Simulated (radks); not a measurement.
The thallium ion Tl4+, 77 electrons, occupied as [Kr] 4d10 4f14 5p6 5d9 6p2 (not the ground configuration). Calculated with a radial shooting solver on a logarithmic mesh with Libxc functionals: scalar-relativistic Kohn-Sham, BLYP, spin-polarised, spherical densities, finite nucleus; open shells are filled with parallel spins first (spin-orbit coupling, left out, can overturn this in heavy ions); Fermi nuclear charge, rms radius 5.4759 fm.

X-ray form factor f0, the Fourier transform of the density (f0(0) = 77):

sin(theta)/lambda (1/angstrom),f0 (electrons)
0.05,76.247
0.1,74.158
0.15,71.144
0.2,67.656
0.25,64.038
0.3,60.488
0.4,53.926
0.5,48.249
0.6,43.444
0.8,35.786
1,29.713
1.25,23.757
1.5,19.577
2,15.053
